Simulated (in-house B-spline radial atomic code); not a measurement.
**Two electrons outside the [Ar] 3d10 core: Kr VII (Kr6+)**

Computed with an all-electron radial atomic-structure program (B-spline basis): configuration interaction (CI) of the two valence electrons in the field of the frozen Dirac-Fock core, alone and with many-body perturbation theory for the core (screened one- and two-electron correlation potentials), Breit and QED terms; no-pair Dirac Hamiltonian, finite nucleus. Labels give the configuration (outer n counted up each series) and the leading LS term, or the jj pair where no LS term holds 70 %.

Command:
```bash
python run_mb.py task.json out
```
Settings (nuclear radius in fm, box in bohr, cutoff in hartree):
```
basis_form          3
Z                   36
core_configuration  [Ar] 3d10
rms_radius          4.1884
mass_number         84
speed_of_light      137.036
box_radius          11.25
lmax                6
intervals           63
virtual_cutoff      2592.0
```

Cost of the run: 3.3 min on 1 thread of Arm Neoverse N1 (shared host).

Excitation energies (eV):

```
         level  purity of the LS term  CI alone  CI + MBPT + Breit + QED  Landé g of the LS mixture
       4s2 1S0                    1.0         0                        0                          -
     4s4p 3P°0                    1.0    14.126                   14.533                          -
     4s4p 3P°1                  0.993    14.461                   14.869                       1.50
     4s4p 3P°2                    1.0    15.243                   15.668                       1.50
     4s4p 1P°1                  0.993         ?                        ?                          ?
       4p2 3P0                   0.97    33.787                   34.063                          -
       4p2 3P1                    1.0    34.321                   34.617                       1.50
4p2 (1/2,3/2)2             0.677 (1D)    34.149                   34.651                       1.16
4p2 (3/2,3/2)2             0.676 (3P)         ?                        ?                          ?
       4p2 1S0                  0.969    39.871                    40.04                          -
      4s4d 3D1                    1.0    42.883                   43.359                       0.50
      4s4d 3D2                    1.0    42.939                   43.414                       1.17
```

Where does 4p2 (3/2,3/2)2 lie?

35.304 eV in CI alone and 35.702 eV with all corrections; g = 1.34.

Where does 4s4p 1P°1 lie?

21.324 eV in CI alone and 21.181 eV with all corrections; g = 1.00.

What is the first ionisation energy?

109.08 eV to the 4s1/2 state of the next ion (108.05 eV from CI alone). NIST lists 109.13 ± 0.05 eV (tabulated theory).

Some electric-dipole lines (reduced elements in atomic units, length form; vacuum wavelengths from the computed energies):

```json
{"upper": "4s4p 3P°1", "lower": "4s2 1S0", "D bare (size)": "0.144", "D with core polarisation (size)": "0.135", "λ (nm)": "83.385", "A (s⁻¹)": "2.1e+07"}
{"upper": "4p2 3P0", "lower": "4s4p 3P°1", "D bare (size)": "1.11", "D with core polarisation (size)": "1.04", "λ (nm)": "64.595", "A (s⁻¹)": "8.1e+09"}
{"upper": "4p2 3P1", "lower": "4s4p 3P°0", "D bare (size)": "1.12", "D with core polarisation (size)": "1.05", "λ (nm)": "61.734", "A (s⁻¹)": "3.2e+09"}
{"upper": "4p2 3P1", "lower": "4s4p 3P°1", "D bare (size)": "0.963", "D with core polarisation (size)": "0.903", "λ (nm)": "62.782", "A (s⁻¹)": "2.2e+09"}
{"upper": "4p2 (1/2,3/2)2", "lower": "4s4p 3P°1", "D bare (size)": "0.82", "D with core polarisation (size)": "0.769", "λ (nm)": "62.675", "A (s⁻¹)": "9.7e+08"}
{"upper": "4p2 1S0", "lower": "4s4p 3P°1", "D bare (size)": "0.0962", "D with core polarisation (size)": "0.0905", "λ (nm)": "49.256", "A (s⁻¹)": "1.4e+08"}
{"upper": "4s4d 3D1", "lower": "4s4p 3P°0", "D bare (size)": "1.23", "D with core polarisation (size)": "1.17", "λ (nm)": "43.013", "A (s⁻¹)": "1.2e+10"}
{"upper": "4s4d 3D1", "lower": "4s4p 3P°1", "D bare (size)": "1.07", "D with core polarisation (size)": "1.02", "λ (nm)": "43.519", "A (s⁻¹)": "8.5e+09"}
{"upper": "4s4d 3D2", "lower": "4s4p 3P°1", "D bare (size)": "1.85", "D with core polarisation (size)": "1.76", "λ (nm)": "43.434", "A (s⁻¹)": "1.5e+10"}
```

Weak lines are less accurate than strong ones.
